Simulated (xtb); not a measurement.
In(OH)(NH2)2 (H5InN2O), SMILES [NH2][In]([NH2])[OH]. All values are semi-empirical tight-binding results from xtb (GFN2-xTB unless named), good for trends rather than for accurate numbers. Geometry optimised at GFN2-xTB. The structure was generated by enumeration; whether it is a known compound was not checked. The values are those of a single conformer.

Optimised geometry:

```xyz
9

In    -0.0349    -0.0125     0.0040
O      1.6619    -0.7768    -0.5835
H      2.0110    -0.3526    -1.3660
N     -0.5404    -0.4800     1.9374
H      0.0913    -1.2242     2.2220
H     -1.4828    -0.8532     2.0109
N     -0.8211     1.4117    -1.2586
H     -1.7440     1.6967    -0.9498
H     -0.9300     1.0404    -2.1984
```

For metal compounds this method's bond lengths and energies can be far off.

Computed properties:
```
Quantity                                      Result
-------------------------------------  -------------
orbital gap                                  2.94 eV
zero-point energy                      36.5 kcal/mol
G − E(el) at 298.15 K (modified RRHO)  15.9 kcal/mol
```

Computed atomic charges and the Wiberg bond orders between heavy atoms:
charges (e) In1 0.27, O2 -0.52, H3 0.31, N4 -0.38, H5 0.19, H6 0.17, N7 -0.39, H8 0.17, H9 0.18. Bond orders In1–O2 0.99, In1–N4 0.97, In1–N7 0.94.
